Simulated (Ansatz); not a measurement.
FHO (SMILES OF), charge 0, multiplicity 1, relaxed at each level with Ansatz (a first-principles code); harmonic frequencies from differences of analytic forces, average atomic masses, frozen cores.

| level | harmonic frequencies (cm⁻¹) | ZPE (eV) | cost over HF/def2-TZVPP (rough) |
|---|---|---|---|
| HF/def2-TZVPP | 1182 1596 4109 | 0.427 | ×1 |
| PBE/def2-TZVPP | 938 1353 3619 | 0.366 | ×1 |
| r2SCAN/def2-TZVPP | 980 1410 3729 | 0.379 | ×2 |
| B3LYP/def2-TZVPP | 983 1408 3735 | 0.380 | ×2 |
| PBE0/def2-TZVPP | 1036 1439 3796 | 0.389 | ×1 |
| CCSD(T)/cc-pVTZ | 925 1397 3780 | 0.378 | - |

Measured: harmonic frequencies 3762.22, 1396.38, 916.57 cm⁻¹ [NIST CCCBDB]; fundamentals as far as tabulated 3577.93, 1353.4, 889.08 cm⁻¹ [Jacox, NIST Chemistry WebBook]. Measured modes stand in the spectroscopists' order.

Doubts at one or more of the structures used: a restricted determinant that unrestricted orbitals would lower (CCSD(T)/cc-pVTZ).
